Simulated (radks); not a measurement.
Dipole-allowed excitations along the series with 29 electrons in [Ar] 3d10 4s1. Calculated with a radial shooting solver on a logarithmic mesh with Libxc functionals: scalar-relativistic Kohn-Sham, PBE, spin-polarised, spherical densities, finite nucleus; open shells are filled with parallel spins first (spin-orbit coupling, left out, can overturn this in heavy ions); Fermi nuclear charge, rms radius of each element as measured or else 0.836 A^(1/3) + 0.57 fm. Time-dependent linear response with the Hartree and adiabatic LDA kernel, continuum included through the Sternheimer equations, no spin-orbit coupling, so fine structure and intercombination lines are absent. Lines are the poles of the dipole polarisability below minus the highest occupied eigenvalue, found on a grid refined at the orbital gaps; the lowest seven at most are given, and weak or close lines can be missed. The first line takes the name of the lowest orbital gap if no other gap lies below it; otherwise a line is named after a gap within 0.6 % of it, if that gap stands alone.

| species | -e(HOMO) (eV) | lowest orbital gap (eV) | first line (eV) | f | static alpha (bohr^3) |
|---|---|---|---|---|---|
| Ag18+ | 490.79 | 4s-4p 44.128 | 46.648 (4s-4p) | 0.627 | 0.2438 |
| Cd19+ | 535.74 | 4s-4p 46.841 | 49.474 (4s-4p) | 0.620 | 0.2142 |
| In20+ | 582.57 | 4s-4p 49.641 | 52.390 (4s-4p) | 0.613 | 0.1889 |
| Sn21+ | 631.30 | 4s-4p 52.535 | 55.401 (4s-4p) | 0.607 | 0.1673 |
| Sb22+ | 681.92 | 4s-4p 55.529 | 58.513 (4s-4p) | 0.602 | 0.1486 |
| Te23+ | 734.45 | 4s-4p 58.629 | 61.729 (4s-4p) | 0.598 | 0.1325 |
